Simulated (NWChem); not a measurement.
System: SrBrCl; SMILES [Cl][Sr][Br]

Results from NWChem. Medium grid unless said otherwise, to which SCAN and Minnesota functionals are sensitive. Coordinates come from a PBE0/def2-SVP optimisation. def2 effective core potentials on Sr; no spin-orbit coupling. B3LYP is NWChem's, with the RPA form of VWN correlation.

Task: Order these by “orbital gap (eV)”, lowest first: revPBE/def2-SVP; M06/def2-SVP; BHandHLYP/def2-SVP; r2SCAN/def2-SVP; CAM-B3LYP/def2-SVP.

Result: revPBE/def2-SVP (3.40), r2SCAN/def2-SVP (4.26), M06/def2-SVP (4.89), BHandHLYP/def2-SVP (6.66), CAM-B3LYP/def2-SVP (7.06)
